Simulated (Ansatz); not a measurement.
System: CdCl, net charge 1, singlet state. SMILES: [Cd+][Cl]
Geometry: optimised at B3LYP-D3(BJ)/def2-TZVP (Ansatz, a program for electronic structure).

Parts of the frozen-core correlation energy in def2-SVPD (Ansatz, hartree). Frozen orbitals: 9; correlated occupied orbitals by spin: 9 and 9; virtual: 43 and 43. Spin-orbit coupling is left out. Past Kr the def2 sets carry scalar-relativistic core potentials.

| term | value |
|---|---|
| reference (HF) | -625.93587 |
| MP2 opposite-spin | -0.26160 |
| MP2 same-spin | -0.13578 |
| CCSD correlation | -0.40135 |
| (T) | -0.00936 |
| T1 diagnostic | 0.020 |
| largest doubles amplitude | 0.063 |
